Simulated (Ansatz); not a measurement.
One geometry of phenacyltetrahydrothiophenium, `O=C(C[S+]1CCCC1)c1ccccc1`, several levels of theory.

```yaml
crystal:
  periodic: [false, false, false]
  atoms:
    - {symbol: O, position_ang: [-0.014185, -1.040869, 1.654927]}
    - {symbol: C, position_ang: [-0.633563, -0.339563, 0.851069]}
    - {symbol: C, position_ang: [0.172593, 0.770183, 0.153064]}
    - {symbol: S, position_ang: [1.803347, 0.753189, 0.985826]}
    - {symbol: C, position_ang: [2.776780, 1.901905, -0.102981]}
    - {symbol: C, position_ang: [3.394691, 1.031436, -1.198079]}
    - {symbol: C, position_ang: [3.821631, -0.272675, -0.513978]}
    - {symbol: C, position_ang: [2.629253, -0.769636, 0.306025]}
    - {symbol: C, position_ang: [-2.057435, -0.502024, 0.525812]}
    - {symbol: C, position_ang: [-2.778631, -1.519027, 1.197957]}
    - {symbol: C, position_ang: [-4.134147, -1.710969, 0.922689]}
    - {symbol: C, position_ang: [-4.781098, -0.895829, -0.024536]}
    - {symbol: C, position_ang: [-4.072827, 0.114883, -0.698428]}
    - {symbol: C, position_ang: [-2.715950, 0.314576, -0.425230]}
    - {symbol: H, position_ang: [-0.252480, 1.781927, 0.316224]}
    - {symbol: H, position_ang: [0.296339, 0.605917, -0.937292]}
    - {symbol: H, position_ang: [2.107509, 2.713383, -0.447415]}
    - {symbol: H, position_ang: [3.537815, 2.339305, 0.573690]}
    - {symbol: H, position_ang: [2.653979, 0.832075, -2.001352]}
    - {symbol: H, position_ang: [4.247832, 1.558320, -1.670317]}
    - {symbol: H, position_ang: [4.694063, -0.091620, 0.147510]}
    - {symbol: H, position_ang: [4.123818, -1.053218, -1.240787]}
    - {symbol: H, position_ang: [1.861753, -1.291081, -0.297196]}
    - {symbol: H, position_ang: [2.874570, -1.401765, 1.179388]}
    - {symbol: H, position_ang: [-2.249269, -2.141826, 1.933809]}
    - {symbol: H, position_ang: [-4.695691, -2.498336, 1.446851]}
    - {symbol: H, position_ang: [-5.849573, -1.048416, -0.239202]}
    - {symbol: H, position_ang: [-4.584425, 0.748539, -1.437549]}
    - {symbol: H, position_ang: [-2.176690, 1.111228, -0.960540]}
basis:
  gaussian: {orbitals: def2-SVP, initial_orbitals: start.molden}
total_charge: 1
magnetization: {spin_polarized: true, initial_magnetization: 2}
hamiltonian: {xc: pbe, dispersion: d4}
scf: {omitted_lower_state_checks: [starts]}
output: {orbitals: {seedname: orbitals}}
```

The file start.molden holds the orbitals of an earlier run on this structure, at another level or in another basis.

```sh
$ ansatz run in.yaml --threads 4 --pin off --events-out ev --progress --plain --max-ram 6963MiB
```

It prints (some lines left out):

```
Functional definition: PBE
3114 factors; their error is unknown
mean field evaluation 1: about -25523.8932 eV, gradient 7.1e0 eV
mean field evaluation 2: about -25524.1158 eV, gradient 2.8e-1 eV
mean field evaluation 4: about -25523.7985 eV, gradient 5.6e0 eV
mean field evaluation 8: about -25523.9747 eV, gradient 1.3e-1 eV
mean field evaluation 16: about -25523.9754 eV, gradient 1.9e-5 eV
mean field -25523.97538651 eV, -937.9887946824 hartree, gradient 2.0e-6 eV, S^2 2.009033; 0 other end points of the search recorded, 0 dependent functions left out
reference -25523.97544508 eV, -937.9887968347 hartree; 56, 54 occupied and 219, 221 virtual orbitals, 3114 factors
Total energy: -25524.88039048 eV, -938.0220529650 hartree
Checks for a lower state left out: starts
```

Hardware: 4 threads of Arm Neoverse V1 on a shared host. Wall time 27 s.

First input, but with `gaussian: {orbitals: def2-SVP}`, `hamiltonian: {xc: pbe0, dispersion: d4}` (abridged; 46 s):

```
Functional definition: PBE0
mean field evaluation 16: about -25526.3391 eV, gradient 6.5e-2 eV
mean field evaluation 32: about -25526.3393 eV, gradient 3.3e-3 eV
mean field -25526.33931785 eV, -938.0756675566 hartree, gradient 1.3e-5 eV, S^2 2.036163
Total energy: -25527.11130923 eV, -938.1040377166 hartree
Checks for a lower state left out: starts
```

Geometry: PBE-D4/def2-SVP, that of the charge +1 singlet.

At PBE0-D4/def2-SVP a singlet of charge 1 lies 3.29 eV below the triplet at the same geometry.
